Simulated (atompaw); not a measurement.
**Reading a pseudo-wave (Pr (Z = 59))**

Columns: radius, all-electron u(r) and pseudo u(r) of the 6s shell (level -8.33 eV) of praseodymium in the configuration [Kr] 4d10 4f3 5s2 5p6 5d0 6s1 6p0; LDA (PW92), scalar-relativistic, PAW (atompaw) scheme, atompaw 4.2.0.5.

| r (bohr) | all-electron | pseudo |
| --- | --- | --- |
| 0.113 | 0.0100 | -0.1747 |
| 0.227 | -0.1123 | -0.3427 |
| 0.340 | 0.0552 | -0.4936 |
| 0.454 | 0.1727 | -0.6232 |
| 0.567 | 0.1493 | -0.7240 |
| 0.681 | 0.0414 | -0.7940 |
| 0.794 | -0.0840 | -0.8302 |
| 0.908 | -0.1895 | -0.8332 |
| 1.021 | -0.2573 | -0.8047 |
| 1.135 | -0.2868 | -0.7473 |
| 1.248 | -0.2820 | -0.6668 |
| 1.362 | -0.2502 | -0.5671 |
| 1.475 | -0.1992 | -0.4557 |
| 1.588 | -0.1356 | -0.3377 |
| 1.702 | -0.0641 | -0.2174 |
| 1.815 | 0.0098 | -0.1015 |
| 1.929 | 0.0840 | 0.0079 |
| 2.042 | 0.1549 | 0.1066 |
| 2.156 | 0.2221 | 0.1945 |
| 2.269 | 0.2834 | 0.2697 |
| 2.383 | 0.3392 | 0.3339 |
| 2.496 | 0.3882 | 0.3871 |
| 2.610 | 0.4313 | 0.4316 |
| 2.723 | 0.4679 | 0.4683 |
| 2.837 | 0.4989 | 0.4990 |
| 2.950 | 0.5240 | 0.5240 |

(1) How many radial nodes do the two functions have?

(2) Is the pseudo-wave norm-conserving?

Results:

(1) The all-electron 6s function has n − l − 1 = 5 (the table is too coarse to show those close to the nucleus); the pseudo-wave has 1, since 1 lower shell of the same l stays in the valence.

(2) No, it belongs to a PAW set: the norm inside the radius is not constrained, and the difference is carried by the augmentation charge.
